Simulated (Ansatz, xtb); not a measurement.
**AlF2H4NSi: where a starting geometry ends**

The starting geometry of this gas-phase singlet was built from a drawn formula by distance geometry and a force field; its bonds are those of `[F][AlH2-][NH2+][Si]F`.

```yaml
atoms:
  - { symbol: Al, position_ang: [-0.8815, 2.3956, 0.5343] }
  - { symbol: F, position_ang: [-2.3994, 2.6374, 1.4512] }
  - { symbol: F, position_ang: [2.0143, 0.3621, 0.0053] }
  - { symbol: N, position_ang: [-0.8579, 0.5982, -0.1593] }
  - { symbol: Si, position_ang: [0.6742, 0.3477, -1.1075] }
  - { symbol: H, position_ang: [0.3616, 2.6328, 1.4423] }
  - { symbol: H, position_ang: [-0.8315, 3.4126, -0.6788] }
  - { symbol: H, position_ang: [-1.6279, 0.4628, -0.7888] }
  - { symbol: H, position_ang: [-0.8153, -0.0847, 0.6228] }
```

Q: Where would you expect an optimisation with r2SCAN-D4/def2-SVP to take it?

A: A new bond forms, giving a structure with H7 bridging Si5 and Al1, given below by its coordinates. Distances that change by over a tenth: Al1–Si5 (3.05 → 2.73 Å), Al1–H7 (1.58 → 1.74 Å). Contacts that close: Si5–H7 (3.44 → 1.71 Å).

The energy falls by 1.86 eV over 15 steps:

| step | E − E(last) (eV) |
| --- | --- |
| 1 | 1.860 |
| 3 | 1.004 |
| 4 | 0.805 |
| 6 | 0.621 |
| 7 | 0.466 |
| 9 | 0.147 |
| 10 | 0.072 |
| 12 | 0.002 |
| 13 | 0.001 |
| 15 | 0.000 |

Final geometry (Å):

```xyz
9

Al   -0.8510    2.3199    0.7539
F    -2.3952    2.9352    0.5526
F     1.6142    0.8043   -0.5384
N    -0.8597    0.4964    0.1321
Si    0.2233    1.0544   -1.4092
H     0.0300    2.6437    2.0148
H    -0.0167    2.6152   -0.7497
H    -1.7664    0.0920   -0.1143
H    -0.3418   -0.1966    0.6796
```

From the same start GFN2-xTB ends elsewhere, differing in Si5–H7 (2.95 against 1.71 Å here).

No frequencies were run, so the end isn't proven a minimum. Run with Ansatz 0.2.0, 19 s on 2 threads of Intel(R) Xeon(R) 6975P-C (Granite Rapids), on a shared host.
